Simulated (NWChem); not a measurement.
Program: NWChem. System: C₂H₅S, charge 1, spin multiplicity 3, at the geometry of a parent with another charge or spin, in a state set for the comparison that need not be this species' ground state. Its SCF solution wasn't tested for a lower state. Level: Ur2SCAN/def2-SVPD.

The NWChem input:

```
start mol
memory heap 200 mb stack 900 mb global 1100 mb
charge 1
geometry units angstroms nocenter noautoz
  C     -1.637473     0.306715     0.000000
  C     -0.171874     0.733541     0.000000
  S      1.047959    -0.598748     0.000000
  H     -1.873119    -0.304249     0.894090
  H     -2.307671     1.192388     0.000000
  H     -1.873119    -0.304249    -0.894090
  H      0.071322     1.377267     0.877959
  H      0.071322     1.377267    -0.877959
  symmetry group Cs
end
basis spherical
  * library def2-svpd
end
dft
  xc r2scan
  odft
  mult 3
  semidirect memsize 60000000 filesize 0
  iterations 100
  grid fine
end
task dft energy
```

Part of the output:

```
             Northwest Computational Chemistry Package (NWChem) 7.3.0
             --------------------------------------------------------

                                NWChem Input Module
                                -------------------

 Scaling coordinates for geometry "geometry" by  1.889725989
 (inverse scale =  0.529177249)

 Turning off AUTOSYM since
 SYMMETRY directive was detected!

                             Geometry "geometry" -> ""
                             -------------------------

 Output coordinates in angstroms (scale by  1.889725989 to convert to a.u.)

  No.       Tag          Charge          X              Y              Z
 ---- ---------------- ---------- -------------- -------------- --------------
    1 C                    6.0000    -1.63747300     0.30671500     0.00000000
    2 C                    6.0000    -0.17187400     0.73354100     0.00000000
    3 S                   16.0000     1.04795900    -0.59874800     0.00000000
    4 H                    1.0000    -1.87311900    -0.30424900     0.89409000
    5 H                    1.0000    -2.30767100     1.19238800     0.00000000
    6 H                    1.0000    -1.87311900    -0.30424900    -0.89409000
    7 H                    1.0000     0.07132200     1.37726700     0.87795900
    8 H                    1.0000     0.07132200     1.37726700    -0.87795900

 Effective nuclear repulsion energy (a.u.)      97.2921419895

            Nuclear Dipole moment (a.u.)
            ----------------------------
        X                 Y               Z
 ---------------- ---------------- ----------------
    -0.0000056692    -0.0000151178     0.0000000000

      Symmetry information
      --------------------

 Group name             Cs
 Group number              2
 Group order               2
 No. of unique centers     6

      Symmetry unique atoms

     1    2    3    4    5    7


 Summary of "ao basis" -> "" (spherical)
 ------------------------------------------------------------------------------
       Tag                 Description            Shells   Functions and Types
[...]
 overlap   1.000  1.000  1.000  1.000  1.000  1.000  1.000  0.956  0.937  0.969

   alpha     11     12     13     14     15     16     17     18     19     20
    beta     11     12     13     15     14     16     17     18     19     20
 overlap   0.976  0.973  0.931  0.703  0.902  0.836  0.709  0.996  0.992  0.973

   alpha     21     22     23     24     25     26     27     28     29     30
    beta     21     22     23     24     25     29     27     26     28     31
 overlap   0.835  0.799  0.821  0.921  0.908  0.657  0.781  0.731  0.829  0.733

   alpha     31     32     33     34     35     36     37     38     39     40
    beta     32     30     33     34     35     36     38     37     39     40
 overlap   0.941  0.773  0.887  0.954  0.931  0.992  0.978  0.965  0.885  0.974

   alpha     41     42     43     44     45     46     47     48     49     50
    beta     41     42     43     44     45     47     46     48     49     50
 overlap   0.907  0.967  0.898  0.909  0.953  0.973  0.963  0.973  0.983  0.965

   alpha     51     52     53     54     55     56     57     58     59     60
    beta     51     53     52     54     55     56     57     58     59     60
 overlap   0.957  0.952  0.985  0.970  0.913  0.922  0.996  0.994  0.991  0.999

   alpha     61     62     63     64     65     66     67     68     69     70
    beta     61     62     65     63     64     66     67     68     70     69
 overlap   0.975  0.769  0.936  0.937  0.748  0.970  0.942  0.882  0.876  0.993

   alpha     71     72     73     74     75     76     77     78     79     80
    beta     71     76     72     73     74     75     78     77     79     80
 overlap   0.945  0.937  0.969  0.968  0.980  0.978  0.963  0.958  0.993  0.982

   alpha     81     82     83     84     85     86     87     88     89     90
    beta     81     82     83     84     85     86     87     88     89     90
 overlap   0.987  0.976  0.969  0.995  0.969  0.995  1.000  0.998  0.999  0.997

   alpha     91     92     93     94     95     96     97     98     99    100
    beta     91     92     93     94     95     96     97     98     99    100
 overlap   1.000  0.988  0.999  0.990  0.994  0.991  0.997  0.999  0.998  0.998

   alpha    101    102    103    104    105    106    107
    beta    101    102    103    104    105    106    107
 overlap   1.000  0.999  0.997  0.997  0.993  1.000  0.993

     --------------------------
     Expectation value of S2:
     --------------------------
      <S2> =      2.0087 (Exact =     2.0000)

 center of mass
 --------------
 x =   0.18075270 y =  -0.10207584 z =   0.00000000

 moments of inertia (a.u.)
 ------------------
          98.124731798713         102.533521824478           0.000000000000
         102.533521824478         295.322510469859           0.000000000000
           0.000000000000           0.000000000000         370.842464901091

     Multipole analysis of the density
     ---------------------------------

     L   x y z        total         alpha         beta         nuclear
     -   - - -        -----         -----         ----         -------
     0   0 0 0      1.000000    -17.000000    -15.000000     33.000000

     1   1 0 0      0.272948     -1.540696      1.813649     -0.000006
     1   0 1 0      0.215922      0.940411     -0.724474     -0.000015
     1   0 0 1     -0.000000     -0.000000      0.000000      0.000000

     2   2 0 0    -12.115743    -93.600886    -83.459849    164.944992
     2   1 1 0     -1.857726     27.944318     24.566303    -54.368346
     2   1 0 1     -0.000000      0.000000     -0.000000      0.000000
     2   0 2 0    -14.493908    -36.768649    -31.039744     53.314485
     2   0 1 1      0.000000      0.000000      0.000000      0.000000
     2   0 0 2    -16.520763    -15.658035    -12.077362     11.214634

 Task  times  cpu:       10.8s     wall:       10.8s

 Total times  cpu:       10.8s     wall:       10.8s
```
